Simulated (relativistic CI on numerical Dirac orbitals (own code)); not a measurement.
Line list: Electric-dipole lines, Ag5+

Computed by Dirac-Coulomb-Breit CI, separate exchange-only KLI orbitals for each configuration, model QED, valence Slater integrals scaled by 0.9, configuration energies shifted to the measured levels that pair with them (semi-empirical) (own radial code, finite nucleus).

Configurations in the expansion (outside the closed core [Ar] 3d10): 4s2 4p6 4d6, 4s2 4p6 4d5 5p, 4s2 4p6 4d5 5s, 4s2 4p6 4d5 4f, 4s2 4p5 4d7, 4s2 4p6 4d4 4f2, 4s2 4p6 4d5 5d, 4s2 4p6 4d4 5s2, 4s2 4p6 4d5 6s, 4s2 4p4 4d8, 4s2 4p6 4d5 6p, 4s2 4p6 4d4 5s 5p, 4s2 4p6 4d5 5f, 4s 4p6 4d7, 4s2 4p6 4d5 6d, 4s2 4p6 4d5 5g, 4s2 4p6 4d5 6f, 4s2 4p6 4d4 5p2, 4s2 4p6 4d4 4f 5s, 4s2 4p6 4d4 5s 5d, 4s2 4p5 4d6 5s, 4s2 4p6 4d4 5p 5d, 4p6 4d8. Levels of other configurations are missing.

```
λ vac (Å)                  Lower                       Upper   A (s⁻¹)  E lower (eV)  E upper (eV)
   344.62   4s2 4p6 4d6 5D_4 [1]  4s2 4p6 4d5 5p 5F°_5 [157]  1.05e+09        0.0000       35.9766
   345.50   4s2 4p6 4d6 5D_3 [2]  4s2 4p6 4d5 5p 3D°_3 [163]  2.02e+09        0.3253       36.2111
   346.00   4s2 4p6 4d6 5D_4 [1]  4s2 4p6 4d5 5p 5D°_4 [153]  6.43e+09        0.0000       35.8331
   346.61   4s2 4p6 4d6 5D_4 [1]  4s2 4p6 4d5 5p 5D°_3 [152]  1.61e+09        0.0000       35.7701
   350.91   4s2 4p6 4d6 5D_4 [1]  4s2 4p6 4d5 5p 3F°_3 [138]  2.36e+09        0.0000       35.3322
   351.16   4s2 4p6 4d6 5D_2 [3]  4s2 4p6 4d5 5p 5D°_3 [152]  2.37e+09        0.4630       35.7701
   351.80   4s2 4p6 4d6 3H_6 [8]  4s2 4p6 4d5 5p 3G°_5 [225]  4.21e+09        2.9324       38.1749
   352.05  4s2 4p6 4d6 3G_5 [15]  4s2 4p6 4d5 5p 3G°_4 [251]  6.93e+09        3.6428       38.8603
   352.74   4s2 4p6 4d6 5D_3 [2]  4s2 4p6 4d5 5p 5F°_3 [143]  1.63e+09        0.3253       35.4743
   353.61   4s2 4p6 4d6 5D_3 [2]  4s2 4p6 4d5 5p 5P°_2 [140]  6.43e+09        0.3253       35.3880
   354.47   4s2 4p6 4d6 5D_4 [1]  4s2 4p6 4d5 5p 5H°_5 [130]  1.24e+09        0.0000       34.9774
   354.70   4s2 4p6 4d6 5D_2 [3]  4s2 4p6 4d5 5p 5F°_2 [142]  2.61e+09        0.4630       35.4181
   354.83   4s2 4p6 4d6 5D_0 [5]  4s2 4p6 4d5 5p 5P°_1 [149]  5.91e+09        0.6272       35.5690
   354.85   4s2 4p6 4d6 3P_2 [6]  4s2 4p6 4d5 5p 5G°_3 [196]  2.18e+09        2.3199       37.2602
   354.96   4s2 4p6 4d6 5D_3 [2]  4s2 4p6 4d5 5p 5F°_4 [137]  5.03e+09        0.3253       35.2541
   355.00   4s2 4p6 4d6 5D_2 [3]  4s2 4p6 4d5 5p 5P°_2 [140]  2.60e+09        0.4630       35.3880
   355.12   4s2 4p6 4d6 5D_4 [1]  4s2 4p6 4d5 5p 5P°_3 [129]  4.98e+09        0.0000       34.9134
   355.22   4s2 4p6 4d6 5D_1 [4]  4s2 4p6 4d5 5p 5F°_1 [144]  7.72e+09        0.5789       35.4825
   356.58  4s2 4p6 4d6 1G_4 [32]  4s2 4p6 4d5 5p 1F°_3 [302]  9.31e+09        7.6614       42.4321
   357.34  4s2 4p6 4d6 1G_4 [21]  4s2 4p6 4d5 5p 1F°_3 [262]  8.46e+09        4.5983       39.2952
   357.43   4s2 4p6 4d6 5D_2 [3]  4s2 4p6 4d5 5p 3P°_1 [135]  4.42e+09        0.4630       35.1504
   357.75   4s2 4p6 4d6 5D_2 [3]  4s2 4p6 4d5 5p 5F°_3 [133]  3.25e+09        0.4630       35.1195
   358.39  4s2 4p6 4d6 1G_4 [32]  4s2 4p6 4d5 5p 1G°_4 [299]  9.45e+09        7.6614       42.2558
   358.44  4s2 4p6 4d6 1I_6 [22]  4s2 4p6 4d5 5p 1H°_5 [258]  1.41e+10        4.6064       39.1968
   358.46   4s2 4p6 4d6 5D_3 [2]  4s2 4p6 4d5 5p 5P°_3 [129]  4.41e+09        0.3253       34.9134
   358.48  4s2 4p6 4d6 1G_4 [21]  4s2 4p6 4d5 5p 3F°_4 [257]  6.80e+09        4.5983       39.1846
   358.72   4s2 4p6 4d6 5D_2 [3]  4s2 4p6 4d5 5p 5F°_2 [131]  3.29e+09        0.4630       35.0257
   358.83   4s2 4p6 4d6 3P_2 [6]  4s2 4p6 4d5 5p 3P°_1 [179]  7.35e+09        2.3199       36.8718
   359.29   4s2 4p6 4d6 5D_4 [1]  4s2 4p6 4d5 5p 5F°_5 [122]  6.88e+09        0.0000       34.5082
   359.86   4s2 4p6 4d6 5D_4 [1]  4s2 4p6 4d5 5p 5F°_4 [120]  1.83e+09        0.0000       34.4532
   360.18  4s2 4p6 4d6 3F_4 [29]  4s2 4p6 4d5 5p 3F°_4 [283]  6.51e+09        6.6203       41.0432
   361.34  4s2 4p6 4d6 1I_6 [22]  4s2 4p6 4d5 5p 3G°_5 [253]  4.41e+09        4.6064       38.9187
   361.95   4s2 4p6 4d6 5D_4 [1]  4s2 4p6 4d5 5p 5F°_3 [116]  1.35e+09        0.0000       34.2549
   362.38   4s2 4p6 4d6 3H_5 [9]  4s2 4p6 4d5 5p 3H°_5 [192]  3.97e+09        2.9364       37.1505
   363.29   4s2 4p6 4d6 5D_3 [2]  4s2 4p6 4d5 5p 5F°_4 [120]  1.88e+09        0.3253       34.4532
   363.72   4s2 4p6 4d6 3H_6 [8]  4s2 4p6 4d5 5p 3H°_6 [184]  6.82e+09        2.9324       37.0200
   364.83  4s2 4p6 4d6 1I_6 [22]  4s2 4p6 4d5 5p 3I°_6 [240]  4.06e+09        4.6064       38.5903
   364.84  4s2 4p6 4d6 3G_5 [15]  4s2 4p6 4d5 5p 3G°_5 [208]  5.04e+09        3.6428       37.6263
   369.23   4s2 4p6 4d6 3H_6 [8]  4s2 4p6 4d5 5p 3H°_6 [171]  5.29e+09        2.9324       36.5120
   371.22  4s2 4p6 4d6 1I_6 [22]  4s2 4p6 4d5 5p 1I°_6 [221]  7.56e+09        4.6064       38.0054
   371.52   4s2 4p6 4d6 3H_6 [8]  4s2 4p6 4d5 5p 3G°_5 [166]  7.30e+09        2.9324       36.3044
   387.75   4s2 4p6 4d6 5D_4 [1]  4s2 4p6 4d5 5p 5P°_3 [103]  5.66e+09        0.0000       31.9755
   389.86   4s2 4p6 4d6 5D_3 [2]  4s2 4p6 4d5 5p 5P°_2 [105]  3.83e+09        0.3253       32.1276
   391.55   4s2 4p6 4d6 5D_2 [3]  4s2 4p6 4d5 5p 5P°_2 [105]  2.49e+09        0.4630       32.1276
   391.73   4s2 4p6 4d6 5D_3 [2]  4s2 4p6 4d5 5p 5P°_3 [103]  1.43e+09        0.3253       31.9755
```

Terms are leading LS components. Brackets give the number of a level in order of energy, since labels repeat. The list gives strong lines, with weight on those to low levels, without configurations that were not tied to measured data, without lines whose two gauges differ by over a factor of 2.5, among the lowest 400 of 9284 levels, so that lines to higher ones, which can be the strongest, are missing. Levels whose partners in the same complex of configurations lie outside the list can be far off, and so can their lines. Rates are taken at the computed energies, electric ones in the length gauge.

Configurations whose levels could be paired with our table of measured levels were shifted onto them, all but the ground configuration, by the median error of their levels; single terms can still be off by 1,000 to 2,000 cm⁻¹ or more, and rates follow the energies as ν³ (E1, M1) or ν⁵ (E2). The others borrow a shift and can be off by several thousand cm⁻¹ or more. 34 of the 69 excited levels that our extract of the measured tables holds in this range could be paired (the sources list more); they are missed by 879 cm⁻¹ on average and 2959 at most, after the shifts were fitted to these levels, and levels without a partner can miss by more. Some levels of the ground configuration have no partner and can miss by 10 % or more.
